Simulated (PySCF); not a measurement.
# Computed properties of ClH3OSiZn, SMILES [SiH3][O][Zn][Cl]

ClH3OSiZn, SMILES [SiH3][O][Zn][Cl]. Geometry: B3LYP-D3(BJ)/def2-SVP. The structure was generated by enumeration; whether it is a known compound was not checked. One conformer was computed; it need not be the lowest. All values are computed for the isolated molecule unless a solvent is named; none is compared with measurement here.

**Structure.** The optimised structure has Cs symmetry. All 15 harmonic modes at B3LYP-D3(BJ)/def2-SVP (PySCF) are real, so it is a minimum. With heavy atoms numbered as in [Zn:1]([Cl:2])[O:3][SiH3:4], the shortest bond between them is O3–Si4 at 1.649 Å and the longest Zn1–Cl2 at 2.101 Å.

**Vibrations.** The strongest infrared lines (harmonic, unscaled, degenerate partners summed) lie at 1020 cm⁻¹ (630 km/mol, H 73 %, Si 19 %, O 8 %), 2180 cm⁻¹ (198 km/mol, H 96 %), 1033 cm⁻¹ (166 km/mol, O 69 %, H 20 %, Si 8 %). The softest mode is at 33 cm⁻¹ and the zero-point energy is 19.0 kcal/mol.

**Electronic structure.** PBE0/def2-TZVP (PySCF) places the frontier levels at -8.53 and -1.68 eV, a gap of 6.85 eV, and gives a dipole moment of 0.26 D and a mean polarisability of 61.5 bohr³. PBE/def2-TZVP (PySCF) at the same geometry gives -7.11 and -2.62 eV, so its gap is 2.36 eV narrower. An orbital gap is neither the optical nor the fundamental gap.

**Excitations.** TDA-PBE0/def2-SVPD (PySCF) has S1 at 5.44 eV (228 nm, f = 0.002, dark); the most intense of the 10 singlets computed lies at 6.24 eV (f = 0.03). T1 (TDA) is at 5.15 eV, 0.29 eV under S1. TDA-PBE/def2-SVPD (PySCF) puts S1 at 4.55 eV. No vertical singlet excitation falls in the visible range (under 3.1 eV).

**NMR.** GIAO shifts at B3LYP/pcSseg-1 (PySCF) (non-relativistic, atoms alike by connectivity averaged): ¹H at 5.4 ppm against TMS; ²⁹Si at -38.0 ppm against TMS. Without spin–orbit terms, shifts of atoms bonded to Cl or Br come out too high.
